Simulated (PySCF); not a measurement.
**Correlation energy of F²⁺ (fluorine, charge +2)**

[He] 2s2 2p3, high-spin 4S determinant. Calculation: PySCF 2.14, in x2c-TZVPall (5s3p2d1f, 31 functions); the spin-free X2C one-electron Hamiltonian (Gaussian nucleus). Frozen: 1s2; 5 electrons correlated.

MP2 pair energies summed by pair of shells (mhartree):

```json
{"pair": "2s-2p", "energy": "-64.66", "share (%)": "66.6"}
{"pair": "2p-2p", "energy": "-23.04", "share (%)": "23.7"}
{"pair": "2s-2s", "energy": "-9.45", "share (%)": "9.7"}
```

Total MP2 correlation energy: -97.14 mhartree.

Same-spin part -27.99 and opposite-spin part -69.15 mhartree; SCS-MP2 scales them by 1/3 and 6/5 to -92.31 mhartree.

```tsv
level	correlation energy (mhartree)
CCSD	-111.42
(T)	-1.13
CCSD(T)	-112.55
```

Diagnostics: T1 = 0.0028, D1 = 0.0061, largest double amplitude 0.033.

Cost of the coupled-cluster step: 0.25 s of wall time on 1 thread of Neoverse-V2 (shared host), for 5 correlated electrons.

Iterations:

```
CC2 = 0
CCSD nocc = (np.int64(4), np.int64(1)), nmo = (30, 30)
frozen orbitals [[0], [0]]
max_cycle = 100
direct = 0
conv_tol = 1e-08
conv_tol_normt = 1e-06
diis_space = 8
diis_start_cycle = 0
Init t2, MP2 energy = -0.0971427459436647
Init E_corr(UCCSD) = -0.0971427459436894
cycle = 1  E_corr(UCCSD) = -0.108660178025786  dE = -0.0115174321  norm(t1,t2) = 0.0196842
cycle = 2  E_corr(UCCSD) = -0.110664584859959  dE = -0.00200440683  norm(t1,t2) = 0.00592026
cycle = 3  E_corr(UCCSD) = -0.111442644423496  dE = -0.000778059564  norm(t1,t2) = 0.00215956
cycle = 4  E_corr(UCCSD) = -0.111412985759418  dE = 2.96586641e-05  norm(t1,t2) = 0.000286031
cycle = 5  E_corr(UCCSD) = -0.111417283500104  dE = -4.29774069e-06  norm(t1,t2) = 4.64193e-05
cycle = 6  E_corr(UCCSD) = -0.111417295346188  dE = -1.1846084e-08  norm(t1,t2) = 2.63495e-06
cycle = 7  E_corr(UCCSD) = -0.111417310508852  dE = -1.51626649e-08  norm(t1,t2) = 3.06047e-07
cycle = 8  E_corr(UCCSD) = -0.111417308333273  dE = 2.17557967e-09  norm(t1,t2) = 3.78379e-08
UCCSD converged
E(UCCSD) = -97.80822481079713  E_corr = -0.1114173083332728
UCCSD(T) correction = -0.0011339008906268
```
